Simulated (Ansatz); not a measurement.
A nudged elastic band was laid between two geometries of C2H5B2ClS (11 atoms, charge 0, multiplicity 1).

Method: RKS B3LYP-D4/cc-pVDZ in Ansatz 0.2.0.

* movable images: 9
* climbing image: yes
* spring: 5.0 eV/Å²
* optimiser: quadratic models (default)
* start path: through a guess of the saddle point
* force threshold: 0.05 eV/Å
* iteration limit: 42
* end points: relaxed

First end point:

```xyz
11
Properties=species:S:1:pos:R:3
B -1.406 0.103 -0.629
C 0.050 -0.349 -0.387
C 0.479 -0.831 1.020
S 1.482 0.698 1.462
B 0.909 0.988 -0.219
Cl 1.233 2.330 -1.310
H -1.792 0.319 -1.750
H -2.144 0.313 0.303
H 0.462 -0.942 -1.222
H 1.135 -1.712 1.015
H -0.342 -0.972 1.736
```

Last end point:

```xyz
11
Properties=species:S:1:pos:R:3
B -1.392 0.063 -0.162
C 0.287 -0.406 -0.794
C -0.312 -0.820 0.542
S 0.637 0.430 1.568
B 0.987 0.810 -0.408
Cl 1.931 2.165 -0.978
H -2.201 -0.457 -0.887
H -1.573 1.192 0.235
H 0.190 -0.976 -1.716
H 1.836 -0.218 1.684
H -0.324 -1.840 0.937
```

Q: Which bonds break or form, and what moves?

A: Bonds broken: C3–H10. Bonds formed: B1–C3, S4–H10.

Q: What energy profile does the band end with?

A: It converged. The highest image is number 7 of 0 to 10, 72.6 kcal/mol above the first end and 31.4 kcal/mol above the last; the last end lies 41.2 kcal/mol above the first. Neighbouring images differ by up to 1.3 eV, so the band resolves the path poorly. A vibrational analysis at the climbing image gives one clearly imaginary mode, 1148i cm⁻¹: a first-order saddle point. The orbitals stay closed-shell, which can raise the energy where a bond breaks towards radicals; this wasn't checked here.

```csv
image,path coordinate (Å),energy (kcal/mol),C3–H10 (Å),B1–C3 (Å),S4–H10 (Å)
0,0.00,0.0,1.10,2.67,2.48
1,0.49,0.8,1.10,2.62,2.47
2,0.99,2.6,1.10,2.55,2.47
3,1.48,4.3,1.10,2.45,2.47
4,1.98,6.6,1.10,2.35,2.44
5,2.47,14.4,1.08,2.24,2.29
6,2.97,41.8,1.09,2.00,1.93
7,3.46,72.6,1.35,1.65,1.52
8,3.91,58.6,1.86,1.55,1.36
9,4.35,45.2,2.24,1.55,1.35
10,4.79,41.2,2.51,1.56,1.37
```

Q: What is the geometry of the highest image?

A: 
```xyz
11
Properties=species:S:1:pos:R:3
B -1.283 0.062 -0.231
C 0.276 -0.269 -0.750
C -0.140 -0.778 0.620
S 0.892 0.658 1.594
B 1.044 0.938 -0.293
Cl 1.863 2.292 -1.041
H -2.116 -0.629 -0.769
H -1.577 1.135 0.229
H 0.385 -0.911 -1.624
H 1.072 -0.800 1.223
H -0.352 -1.756 1.063
```

The run took 7.9 min on 2 threads of AMD EPYC 7R43 64-Core Processor (Zen 3), on a shared host, peak memory 0.32 GiB.
